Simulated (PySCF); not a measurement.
Predicted microwave data (PBE0/pcSseg-1 in PySCF (dipole) on a GFN2-xTB geometry, gas phase) for one isomer of C8H10N2:

- Rotational constants: A = 2891, B = 903.0, C = 775.7 MHz
- Dipole components: |μa| = 2.57 D, |μb| = 1.15 D, |μc| = 0.98 D
- Inertial defect: -82.97 u·Å²
- κ: -0.88

Question: Which candidate fits, each taken in the one conformer that was computed?
A. `[CH3:1]/[N:2]=[CH:3]\[c:4]1[cH:5][cH:6][n:7][cH:8][c:9]1[CH3:10]` with N2–C3–C4–C5 -57°
B. `[CH:1]#[C:2][CH2:3][n:4]1[cH:5][c:6]([CH3:7])[c:8]([CH3:9])[n:10]1` with C2–C3–N4–C5 -54°
C. `CC(C)(C)/C(C#N)=C\C#N`
D. `[H]/[N:1]=[CH:2]/[CH:3]=[N:4]\[C@H:5]1[CH:6]=[CH:7][CH:8]=[CH:9][CH2:10]1` with N1–C2–C3–N4 21°, C3–N4–C5–C6 152°, N4–C5–C6–C7 155°, C6–C7–C8–C9 -15°, C8–C9–C10–C5 31°, N4–C5–C10–C9 -166°

Answer: D. It is [H]/N=C/C=N\[C@H]1C=CC=CC1, an asymmetric top, point group C1. The candidates at the same level (rigid rotor, commonest isotopes):

| SMILES | A (MHz) | B (MHz) | C (MHz) | μa (D) | μb (D) | μc (D) | Δ (u·Å²) | point group | rotor |
| --- | --- | --- | --- | --- | --- | --- | --- | --- | --- |
| C/N=C\c1ccncc1C | 2182 | 1098 | 801.2 | 0.65 | 0.44 | 0.23 | -61.02 | C1 | asymmetric top |
| C#CCn1cc(C)c(C)n1 | 2815 | 820.7 | 689.0 | 0.56 | 1.56 | 0.54 | -61.85 | C1 | asymmetric top |
| [H]/N=C/C=N\[C@H]1C=CC=CC1 | 2891 | 903.0 | 775.7 | 2.57 | 1.15 | 0.98 | -82.97 | C1 | asymmetric top |
| CC(C)(C)/C(C#N)=C\C#N | 1794 | 1108 | 805.9 | 0.93 | 2.06 | 0.00 | -110.61 | Cs | asymmetric top |

`C#CCn1cc(C)c(C)n1` has C 11 % too low; `C/N=C\c1ccncc1C` has A 25 % too low; `CC(C)(C)/C(C#N)=C\C#N` has A 38 % too low. No structure here is proved a minimum.
